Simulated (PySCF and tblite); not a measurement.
Values are calculated unless marked as measured or tabulated.
C7H10, numbered as in [CH:1]#[C:2][CH2:3]/[CH:4]=[CH:5]/[CH2:6][CH3:7]. Free energies: B3LYP-D3(BJ)/pcSseg-1 (IEF-PCM, chloroform) on GFN2-xTB structures plus GFN2-xTB thermal terms, symmetry and mirror images included. Conformers within 3 kcal/mol (GFN2-xTB free energy) were kept, 7 at most. GIAO shieldings: B3LYP/pcSseg-1 (IEF-PCM, chloroform). Shifts are against TMS (¹H), TMS (¹³C) at the same level. Codes: tblite and PySCF.

Torsions listed: C2–C3–C4–C5, C4–C5–C6–C7. Of a mirror pair one member is shown.

```tsv
conformer	shape	point group	mirror pair	ΔE(DFT)	Δ(G−E) at 180 K	δ H5 (ppm)
1	1°, -119°	C1	yes	0.00	0.00	6.35
2	0°, 0°	Cs	no	0.07	0.17	6.61
3	-120°, -118°	C1	yes	0.33	0.06	5.84
4	-119°, 118°	C1	yes	0.36	0.08	5.84
5	120°, -1°	C1	yes	0.38	0.23	6.12
```

Energies in kcal/mol; the thermal term leaves out symmetry numbers and mirror images.

Question: Work out the weights at 180 K and the ¹H shift of H5 under fast exchange.

Answer: RT = 0.358 kcal/mol. Each conformer gets RT ln(σ/g), with σ the rotational symmetry number and g = 2 for a mirror pair: 1: σ = 1, g = 2, G = 0.00 + 0.00 − 0.25 = -0.25, 0.00 above the lowest, exp(−ΔG/RT) = 1.000; 2: σ = 1, g = 1, G = 0.07 + 0.17 + 0.00 = 0.23, 0.48 above the lowest, exp(−ΔG/RT) = 0.261; 3: σ = 1, g = 2, G = 0.33 + 0.06 − 0.25 = 0.14, 0.39 above the lowest, exp(−ΔG/RT) = 0.339; 4: σ = 1, g = 2, G = 0.36 + 0.08 − 0.25 = 0.20, 0.44 above the lowest, exp(−ΔG/RT) = 0.289; 5: σ = 1, g = 2, G = 0.38 + 0.23 − 0.25 = 0.35, 0.60 above the lowest, exp(−ΔG/RT) = 0.185. The sum is 2.074, so the weights are 48.3, 12.6, 16.3, 14.0, 8.9 %. The averaged shift is 6.21 ppm. At 298.15 K it is 6.16 ppm. At 298.15 K the leading conformer alone gives 6.35 ppm and bare DFT energies give 6.22 ppm.
